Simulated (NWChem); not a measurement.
System: CH₄Cl₂SSi; SMILES C[Si](S)(Cl)Cl

Input file for NWChem:

```
start job
memory heap 200 mb stack 900 mb global 1100 mb
geometry units angstroms
  C     -1.693077    -1.394349     0.168457
  Si    -0.239517    -0.179373     0.022332
  S      1.514748    -1.203020    -0.732837
  Cl    -0.661573     1.291783    -1.286818
  Cl     0.174706     0.604305     1.847180
  H     -1.480314    -2.187492     0.879817
  H     -2.592358    -0.884984     0.502715
  H     -1.911665    -1.859343    -0.788662
  H      1.770304    -1.876417     0.379833
end
basis spherical
  * library def2-svp
end
dft
  xc pbe0
  iterations 150
end
driver
  maxiter 120
end
task dft optimize
task dft freq
```

NWChem printed, in part:

```
             Northwest Computational Chemistry Package (NWChem) 7.3.0
             --------------------------------------------------------

 C1  symmetry detected

                             Geometry "geometry" -> ""
                             -------------------------

 Output coordinates in angstroms (scale by  1.889725989 to convert to a.u.)

  No.       Tag          Charge          X              Y              Z
 ---- ---------------- ---------- -------------- -------------- --------------
    1 C                    6.0000    -0.01022558    -0.12925370    -2.13740003
    2 Si                  14.0000    -0.02805820    -0.04920903    -0.23907690
    3 S                   16.0000     0.68016466     1.88556845     0.43221704
    4 Cl                  17.0000    -1.90074623    -0.26028170     0.47141087
    5 Cl                  17.0000     1.17382957    -1.50096373     0.51170681
    6 H                    1.0000     0.99686487    -0.02617623    -2.53176131
    7 H                    1.0000    -0.40605744    -1.07755289    -2.48944152
    8 H                    1.0000    -0.61590887     0.66319220    -2.56781163
    9 H                    1.0000     1.95421836     1.67706264     0.13201809

 Effective nuclear repulsion energy (a.u.)     438.0327576883

                                Z-matrix (autoz)
                                --------

 Units are Angstrom for bonds and degrees for angles

      Type          Name      I     J     K     L     M      Value
      ----------- --------  ----- ----- ----- ----- ----- ----------
    1 Stretch                  1     2                       1.90009
    2 Stretch                  1     6                       1.08645
    3 Stretch                  1     7                       1.08623
    4 Stretch                  1     8                       1.08631
    5 Stretch                  2     3                       2.16693
    6 Stretch                  2     4                       2.01403
    7 Stretch                  2     5                       2.02874
    8 Stretch                  3     9                       1.32545
    9 Bend                     1     2     3               110.12369
   10 Bend                     1     2     4               110.90089
   11 Bend                     1     2     5               109.51312
   12 Bend                     2     1     6               111.55201
   13 Bend                     2     1     7               110.92536
   14 Bend                     2     1     8               111.09286
   15 Bend                     2     3     9                95.94301
   16 Bend                     3     2     4               106.74934
   17 Bend                     3     2     5               109.30874
   18 Bend                     4     2     5               110.20064
   19 Bend                     6     1     7               107.63662
   20 Bend                     6     1     8               107.68618
   21 Bend                     7     1     8               107.77396
   22 Torsion                  1     2     3     9         -72.71101
   23 Torsion                  3     2     1     6          62.62132
   24 Torsion                  3     2     1     7        -177.39347
   25 Torsion                  3     2     1     8         -57.54046
   26 Torsion                  4     2     1     6        -179.44378
   27 Torsion                  4     2     1     7         -59.45856
   28 Torsion                  4     2     1     8          60.39445
   29 Torsion                  4     2     3     9         166.82109
   30 Torsion                  5     2     1     6         -57.60818
   31 Torsion                  5     2     1     7          62.37703
   32 Torsion                  5     2     1     8        -177.76996
   33 Torsion                  5     2     3     9          47.64178

                           NWChem Geometry Optimization
                           ----------------------------

 maximum gradient threshold         (gmax) =   0.000450
 rms gradient threshold             (grms) =   0.000300
 maximum cartesian step threshold   (xmax) =   0.001800
 rms cartesian step threshold       (xrms) =   0.001200
 fixed trust radius                (trust) =   0.300000
 source of zmatrix                         =   autoz

          -------------------
          Energy Minimization
          -------------------

 Using diagonal initial Hessian
 Scaling for Hessian diagonals: bonds = 1.00  angles = 0.25  torsions = 0.10

          --------
          Step   0

                                 NWChem DFT Module
                                 -----------------

 Summary of "ao basis" -> "ao basis" (spherical)
 ------------------------------------------------------------------------------
       Tag                 Description            Shells   Functions and Types
 ---------------- ------------------------------  ------  ---------------------
 C                          def2-svp                 6       14   3s2p1d
 Si                         def2-svp                 8       18   4s3p1d
 S                          def2-svp                 8       18   4s3p1d
 Cl                         def2-svp                 8       18   4s3p1d
 H                          def2-svp                 3        5   2s1p

            General Information
            -------------------
          SCF calculation type: DFT
          Wavefunction type:  closed shell.
          No. of atoms     :     9
          No. of electrons :    74
           Alpha electrons :    37
            Beta electrons :    37
          Charge           :     0
          Spin multiplicity:     1
          Use of symmetry is: off; symmetry adaption is: off
          Maximum number of iterations: 150
          AO basis - number of functions:   106
                     number of shells:    50
          Convergence on energy requested:  1.00D-06
          Convergence on density requested:  1.00D-05
          Convergence on gradient requested:  5.00D-04

[...]

      ----------------------
      Optimization converged
      ----------------------

  Step       Energy      Delta E   Gmax     Grms     Xrms     Xmax
  ---- ---------------- -------- -------- -------- -------- --------
@    9   -1647.60467380 -1.3D-07  0.00005  0.00002  0.00044  0.00125
                                     ok       ok       ok       ok

                                Z-matrix (autoz)
                                --------

 Units are Angstrom for bonds and degrees for angles

[...]

 Rotational Constants
 --------------------
 A=   0.058362 cm-1  (  0.083968 K)
 B=   0.055712 cm-1  (  0.080155 K)
 C=   0.042430 cm-1  (  0.061047 K)

 Temperature                      =   298.15K
 frequency scaling parameter      =   1.0000

 Zero-Point correction to Energy  =   31.732 kcal/mol  (  0.050568 au)
 Thermal correction to Energy     =   36.732 kcal/mol  (  0.058537 au)
 Thermal correction to Enthalpy   =   37.325 kcal/mol  (  0.059480 au)

 Total Entropy                    =   88.969 cal/mol-K
   - Translational                =   40.826 cal/mol-K (mol. weight = 145.9180)
   - Rotational                   =   28.836 cal/mol-K (symmetry #  =        1)
   - Vibrational                  =   19.307 cal/mol-K

 Cv (constant volume heat capacity) =   25.645 cal/mol-K
   - Translational                  =    2.979 cal/mol-K
   - Rotational                     =    2.979 cal/mol-K
   - Vibrational                    =   19.686 cal/mol-K

[normal modes left out]

 ----------------------------------------------------------------------------
 Normal Eigenvalue ||           Projected Infra Red Intensities
  Mode   [cm**-1]  || [atomic units] [(debye/angs)**2] [(KM/mol)] [arbitrary]
 ------ ---------- || -------------- ----------------- ---------- -----------
    1        0.000 ||    0.000042           0.001         0.041       0.019
    2        0.000 ||    0.000152           0.004         0.148       0.068
    3        0.000 ||    0.000150           0.003         0.146       0.067
    4        0.000 ||    0.000483           0.011         0.471       0.218
    5        0.000 ||    0.000437           0.010         0.426       0.197
    6        0.000 ||    0.000628           0.014         0.612       0.283
    7      119.023 ||    0.007095           0.164         6.916       3.194
    8      145.326 ||    0.000679           0.016         0.662       0.306
    9      168.830 ||    0.000191           0.004         0.186       0.086
   10      196.080 ||    0.011820           0.273        11.523       5.321
   11      206.417 ||    0.005450           0.126         5.313       2.453
   12      211.676 ||    0.004607           0.106         4.491       2.074
   13      219.816 ||    0.013638           0.315        13.295       6.140
   14      440.169 ||    0.016372           0.378        15.960       7.370
   15      572.258 ||    0.106874           2.466       104.186      48.113
   16      582.096 ||    0.125948           2.906       122.780      56.700
   17      720.533 ||    0.028523           0.658        27.806      12.841
   18      766.608 ||    0.069645           1.607        67.894      31.353
   19      809.016 ||    0.089822           2.072        87.563      40.437
   20      818.514 ||    0.078404           1.809        76.432      35.296
   21     1268.353 ||    0.027660           0.638        26.964      12.452
   22     1417.930 ||    0.004135           0.095         4.031       1.862
   23     1419.115 ||    0.006399           0.148         6.238       2.881
   24     2704.446 ||    0.000430           0.010         0.419       0.194
   25     3064.037 ||    0.000110           0.003         0.107       0.049
   26     3175.064 ||    0.000047           0.001         0.046       0.021
   27     3182.217 ||    0.000017           0.000         0.017       0.008
 ----------------------------------------------------------------------------
```

Level: PBE0/def2-SVP.
